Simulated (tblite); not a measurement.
Species: C6H12F2OSi.
Numbering: `[CH3:1][O:2][SiH2:3][C@@:4]1([F:5])[CH2:6][CH2:7][C@H:8]([F:9])[CH2:10]1` (hydrogens: H11, H12, H13 on C1; H14, H15 on Si3; H16, H17 on C6; H18, H19 on C7; H20 on C8; H21, H22 on C10)

Computed with GFN2-xTB (tblite), gas phase: L-BFGS steps from a force-field or distance-geometry start until the largest atomic force falls under 0.01 eV/Å.

Step 8: E = -932.7927 eV
```
atom  x, y, z in Å  |  force x, y, z in eV/Å
C1      3.6218    0.5628    0.3158    0.022  -0.068  -0.029
O2      2.4702   -0.1968    0.5997    0.167   0.140  -0.287
Si3     1.4722   -0.7227   -0.5667    0.093   0.082   0.027
C4     -0.2664   -0.4754    0.1590    0.080   0.006  -0.082
F5     -0.3295   -1.0655    1.4221    0.021   0.037  -0.094
C6     -0.7006    0.9902    0.2704   -0.094  -0.073  -0.001
C7     -2.1896    0.8633    0.6293    0.043  -0.011   0.042
C8     -2.6548   -0.4406   -0.0604   -0.028   0.071   0.003
F9     -3.1661   -1.3339    0.8610    0.055   0.101   0.079
C10    -1.3946   -1.0303   -0.7038    0.016  -0.046   0.044
H11     3.3833    1.3456   -0.4162    0.126  -0.071   0.211
H12     3.9864    1.0144    1.2437   -0.106  -0.125  -0.147
H13     4.3963   -0.0775   -0.1188   -0.023   0.064   0.126
H14     1.5351    0.2696   -1.6506    0.018  -0.160  -0.207
H15     1.7362   -2.0893   -1.0487    0.007   0.262   0.142
H16    -0.1069    1.5768    0.9750   -0.209  -0.209   0.077
H17    -0.5789    1.4335   -0.7224   -0.063   0.052   0.113
H18    -2.7726    1.7389    0.3416    0.018  -0.118  -0.117
H19    -2.2952    0.7363    1.7072   -0.002  -0.076   0.004
H20    -3.4778   -0.3043   -0.7649   -0.004   0.159  -0.175
H21    -1.2618   -0.6601   -1.7211   -0.084   0.037   0.052
H22    -1.4171   -2.1158   -0.7522   -0.055  -0.055   0.217
```

Step 9: E = -932.8124 eV
```
atom  x, y, z in Å  |  force x, y, z in eV/Å
C1      3.6295    0.5646    0.3121    0.002  -0.083  -0.015
O2      2.4726   -0.1895    0.5865    0.189   0.141  -0.215
Si3     1.4737   -0.7259   -0.5697    0.027   0.126  -0.167
C4     -0.2701   -0.4755    0.1549    0.167   0.082  -0.106
F5     -0.3177   -1.0626    1.4219   -0.039   0.049  -0.146
C6     -0.7050    0.9941    0.2709   -0.052  -0.182   0.018
C7     -2.1923    0.8640    0.6346    0.004  -0.107  -0.107
C8     -2.6613   -0.4392   -0.0630    0.027   0.091   0.019
F9     -3.1743   -1.3268    0.8601    0.014   0.051   0.090
C10    -1.4009   -1.0355   -0.7046    0.047   0.015   0.125
H11     3.4023    1.3582   -0.4123    0.115  -0.124   0.180
H12     3.9824    1.0065    1.2465   -0.049  -0.081  -0.086
H13     4.4073   -0.0788   -0.1136   -0.057   0.091   0.101
H14     1.5388    0.2622   -1.6665   -0.001  -0.233  -0.122
H15     1.7476   -2.0956   -1.0478   -0.023   0.312   0.168
H16    -0.1168    1.5695    0.9886   -0.169  -0.191   0.047
H17    -0.5748    1.4498   -0.7186   -0.105  -0.014   0.209
H18    -2.7740    1.7350    0.3394   -0.028  -0.039  -0.093
H19    -2.3042    0.7344    1.7129    0.030  -0.064  -0.061
H20    -3.4818   -0.3034   -0.7741    0.042   0.169  -0.101
H21    -1.2719   -0.6623   -1.7233   -0.070  -0.052   0.110
H22    -1.4195   -2.1240   -0.7360   -0.071   0.044   0.150
```

Q: Estimate the geometry and energy of step 10. (The exact step hangs on the optimiser's Hessian estimate; all steps are aligned on step 9, rigid shifts and turns removed.)

A: E = -932.8361 eV, largest force 0.382 eV/Å
```
atom  x, y, z in Å  |  force x, y, z in eV/Å
C1      3.6394    0.5659    0.3076    0.004  -0.062   0.012
O2      2.4779   -0.1784    0.5654    0.122   0.082  -0.079
Si3     1.4767   -0.7271   -0.5764   -0.061   0.174  -0.335
C4     -0.2715   -0.4743    0.1480    0.186   0.126  -0.103
F5     -0.3038   -1.0578    1.4185   -0.075   0.039  -0.166
C6     -0.7110    0.9957    0.2723    0.001  -0.231   0.039
C7     -2.1960    0.8633    0.6391   -0.054  -0.172  -0.231
C8     -2.6692   -0.4365   -0.0659    0.080   0.065   0.028
F9     -3.1846   -1.3171    0.8605   -0.043   0.006   0.073
C10    -1.4076   -1.0415   -0.7030    0.060   0.069   0.172
H11     3.4283    1.3715   -0.4043    0.091  -0.113   0.077
H12     3.9767    0.9953    1.2487    0.036  -0.009   0.047
H13     4.4202   -0.0787   -0.1054   -0.029   0.066   0.034
H14     1.5433    0.2486   -1.6887   -0.022  -0.258  -0.078
H15     1.7613   -2.0976   -1.0435   -0.043   0.290   0.170
H16    -0.1322    1.5568    1.0064   -0.093  -0.144   0.042
H17    -0.5719    1.4697   -0.7095   -0.140  -0.074   0.261
H18    -2.7764    1.7295    0.3352   -0.066   0.043  -0.058
H19    -2.3147    0.7309    1.7180    0.059  -0.047  -0.132
H20    -3.4857   -0.2992   -0.7869    0.111   0.154   0.010
H21    -1.2858   -0.6667   -1.7237   -0.043  -0.150   0.146
H22    -1.4240   -2.1328   -0.7133   -0.080   0.145   0.072
```

The energy changes by -0.0237 eV. The first-order estimate −F·Δx gives -0.0320 eV and the mean of the old and new forces, exact on a quadratic surface, -0.0237 eV. The step makes an angle of 64° with the force vector and moves no atom by more than 0.030 Å.

The cost below is that of the whole relaxation. On one thread, Intel Xeon at 2.50 GHz (x86_64), no GPU (shared host), this took 4.6 s.
